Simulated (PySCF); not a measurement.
A PySCF script (with the pyscf-properties extension) for the NMR shieldings of SMILES CB([NH][AlH2])C1CC1, C4H11AlBN, on a GFN2-xTB geometry:

```python
import basis_set_exchange as bse
import numpy as np
from pyscf import gto, dft
from pyscf.prop import nmr

atoms = """
C    -0.307205    2.072790    0.250039
B     0.418581    0.705343   -0.096709
N     1.829282    0.562378   -0.107673
Al    2.470128   -1.072998   -0.553611
C    -0.345976   -0.600923   -0.492113
C    -1.664797   -0.634858   -1.224268
C    -1.599951   -1.093593    0.189215
H     0.280931    2.709503    0.907687
H    -1.279551    1.925611    0.713952
H    -0.480375    2.639210   -0.664636
H     2.352560    1.395313    0.142468
H     2.739116   -2.133881    0.536205
H     2.873528   -1.386730   -2.011115
H     0.357724   -1.407861   -0.780171
H    -2.135589    0.313124   -1.435939
H    -1.802002   -1.370649   -2.002048
H    -1.687771   -2.149372    0.395816
H    -2.027392   -0.466090    0.956484
"""
names = dict.fromkeys(["C", "B", "N", "Al", "H"], "pcSseg-1")
basis = {el: gto.basis.parse(bse.get_basis(n, elements=[el], fmt="nwchem")) for el, n in names.items()}
mol = gto.M(atom=atoms, basis=basis, charge=0, verbose=0)
mf = dft.RKS(mol, xc="PBE0")
mf.grids.level = 2
mf.grids.alignment = dft.numint.BLKSIZE   # the property module wants whole blocks of grid points
mf.conv_tol = 1e-9
mf.kernel()

calc = nmr.RKS(mf)   # GIAO
C = mf.mo_coeff
Co = C[:, mf.mo_occ > 0]
resp = mf.gen_response(singlet=True, hermi=2)
def vind(x):   # induced exchange potential for any number of trial vectors
    d = np.einsum("pi,xij,qj->xpq", C, 2 * x.reshape(-1, C.shape[1], Co.shape[1]), Co, optimize=True)
    return np.einsum("xpq,pi,qj->xij", resp(d - d.transpose(0, 2, 1)), C, Co, optimize=True).ravel()
mo1, _ = nmr.rhf.solve_mo1(calc, with_cphf=vind)
sigma = calc.kernel(mo1)
for i, s in enumerate(sigma):   # ppm
    w = np.linalg.eigvalsh((s + s.T) / 2)
    print("%2d %-2s iso %8.1f  s11 %8.1f  s22 %8.1f  s33 %8.1f" % (i, mol.atom_pure_symbol(i), w.mean(), *w))
```

**Question.** What are the results?

**Answer.** 
```
 0 C  iso    186.1  s11    177.3  s22    185.2  s33    195.8
 1 B  iso     51.0  s11     19.3  s22     27.8  s33    105.9
 2 N  iso    137.0  s11     31.8  s22    184.0  s33    195.3
 3 Al iso    340.7  s11    282.1  s22    356.1  s33    384.0
 4 C  iso    165.9  s11    131.8  s22    146.4  s33    219.5
 5 C  iso    179.9  s11    153.0  s22    177.2  s33    209.6
 6 C  iso    179.8  s11    152.7  s22    176.8  s33    209.8
 7 H  iso     31.6  s11     27.4  s22     29.4  s33     38.0
 8 H  iso     31.8  s11     26.5  s22     32.5  s33     36.2
 9 H  iso     31.5  s11     27.5  s22     29.2  s33     37.9
10 H  iso     27.9  s11     23.7  s22     25.7  s33     34.2
11 H  iso     26.5  s11     23.5  s22     24.8  s33     31.2
12 H  iso     26.5  s11     23.6  s22     24.6  s33     31.3
13 H  iso     33.3  s11     25.6  s22     33.2  s33     41.1
14 H  iso     31.1  s11     24.8  s22     28.9  s33     39.7
15 H  iso     30.8  s11     25.1  s22     26.6  s33     40.6
16 H  iso     30.8  s11     25.1  s22     26.6  s33     40.6
17 H  iso     31.1  s11     24.9  s22     28.7  s33     39.7
```

These numbers come from an equivalent density-fitted implementation of the same equations, which agrees with the script to about 0.01 ppm for H and up to a few tenths of a ppm for heavy atoms, so last digits may differ.

Size and cost of the density-fitted run: 181 basis functions, 49 s wall time on 1 thread of an Arm Neoverse N1, shared host; peak memory 0.83 GiB.
